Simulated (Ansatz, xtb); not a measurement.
# Two isomers of C5H8BrCl

Structure I: `Cl[C@@H]1CC[C@@H](Br)C1`, a singlet. Structure II: `Cl[C@@H]1CCC[C@H]1Br`, a singlet. Both are isolated molecules in the gas phase, relaxed with PBE-D3(BJ)/def2-SVP; the shapes shown needn't be the lowest conformers.

I (Å):

```yaml
atoms:
  - { symbol: C, position_ang: [-0.5277, -2.0289, -0.1606] }
  - { symbol: C, position_ang: [-1.1844, -1.1915, 0.9418] }
  - { symbol: C, position_ang: [-0.4466, 0.1472, 0.8379] }
  - { symbol: C, position_ang: [1.0137, -0.2733, 0.6417] }
  - { symbol: C, position_ang: [0.9564, -1.5918, -0.1662] }
  - { symbol: Br, position_ang: [1.8804, -0.5724, 2.4144] }
  - { symbol: Cl, position_ang: [-1.3091, -1.6452, -1.7709] }
  - { symbol: H, position_ang: [-0.6633, -3.1181, -0.0347] }
  - { symbol: H, position_ang: [-0.9584, -1.6650, 1.9221] }
  - { symbol: H, position_ang: [-2.2829, -1.1246, 0.8322] }
  - { symbol: H, position_ang: [-0.7765, 0.6723, -0.0852] }
  - { symbol: H, position_ang: [-0.5961, 0.8286, 1.6958] }
  - { symbol: H, position_ang: [1.6457, 0.5042, 0.1789] }
  - { symbol: H, position_ang: [1.5970, -2.3711, 0.2889] }
  - { symbol: H, position_ang: [1.3157, -1.4391, -1.2020] }
```

II (Å):

```xyz
15

C    -0.4440    0.1815    1.6031
C    -1.1961    1.1164    0.6477
C    -0.6788    0.7725   -0.7780
C     0.4716   -0.2466   -0.5814
C     0.8761   -0.1145    0.8856
Br    2.0819    1.4480    1.1557
Cl   -1.3281   -1.4121    1.7829
H    -0.3181    0.5674    2.6304
H    -2.2905    1.0096    0.7656
H    -0.9344    2.1594    0.9172
H    -0.3125    1.6871   -1.2832
H    -1.4769    0.3490   -1.4174
H     1.3234   -0.1072   -1.2729
H     0.0969   -1.2827   -0.7150
H     1.4299   -0.9714    1.3069
```

Quicker runs give these differences E(II) − E(I): GFN2-xTB +1.47 kJ/mol; HF/STO-3G −0.65 kJ/mol (at GFN2-xTB geometries); r2SCAN-D4/def2-SVP −2.74 kJ/mol (at GFN2-xTB geometries).

Question: Which of the two would you expect CCSD(T)/def2-SVP + ΔMP2/def2-TZVPP electronic energies to favour?

Answer: CCSD(T)/def2-SVP + ΔMP2/def2-TZVPP gives E(II) − E(I) = −3.93 kJ/mol, slightly favouring structure II, which is too small a margin to settle the true order.

How the difference moves with the method:

| level | geometry | E(II) − E(I) (kJ/mol) | departure from the last row (kJ/mol) | job, with rough time for the two |
| --- | --- | --- | --- | --- |
| GFN2-xTB | GFN2-xTB | +1.47 | +5.41 | optimisation, 0.27 s |
| HF/STO-3G | GFN2-xTB | −0.65 | +3.28 | single point, 0.84 s |
| r2SCAN-D4/def2-SVP | GFN2-xTB | −2.74 | +1.19 | single point, 9.9 s |
| PBE-D3(BJ)/def2-SVP | PBE-D3(BJ)/def2-SVP | −2.74 | +1.20 | optimisation, 78 s |
| HF/def2-SVP | PBE-D3(BJ)/def2-SVP | −1.52 | +2.41 | part of the CCSD(T) run |
| MP2/def2-SVP | PBE-D3(BJ)/def2-SVP | −5.79 | −1.86 | part of the CCSD(T) run |
| CCSD(T)/def2-SVP | PBE-D3(BJ)/def2-SVP | −4.67 | −0.74 | single point |
| CCSD(T)/def2-SVP + ΔMP2/def2-TZVPP | PBE-D3(BJ)/def2-SVP | −3.93 |  | single point, 4.4 min |

As drawn, both hold the same kinds of bond in the same numbers.

The largest departure from CCSD(T)/def2-SVP + ΔMP2/def2-TZVPP is that of GFN2-xTB, 5.41 kJ/mol. The last row adds to CCSD(T) the change of the MP2 difference between the two basis sets, here +0.74 kJ/mol.

With thermal terms from frequencies at re-optimised GFN2-xTB minima (ideal gas, soft modes damped towards free rotors, one conformer each, 298.15 K, 1 atm): the zero-point term adds +0.19 kJ/mol; ΔH is −3.35 and ΔG −4.53 kJ/mol.

The correlated steps freeze 19 core orbitals; the filled d shell of Br is correlated, in a basis made for valence electrons. Codes used: Ansatz 0.2.0, xtb 6.7.1; the last row on 2 threads of Arm Neoverse V2 on a shared host.
